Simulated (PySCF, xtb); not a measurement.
SiF2ClBr, SMILES F[Si](F)(Br)Cl.

Harmonic wavenumbers (cm⁻¹) from GFN2-xTB in xtb at its own minimum, in rising order: 117, 146, 199, 210, 239, 435, 607, 871, 907.

Q: What does PBE-D3(BJ)/def2-SVP run with PySCF give at its own minimum? (An estimate is asked for; the answer gives what the named calculation found.)

A: 137, 177, 243, 248, 288, 434, 610, 876, 959. Paired by order, the mean absolute difference is 27 cm⁻¹ and the zero-point energies are 5.3 and 5.7 kcal/mol.
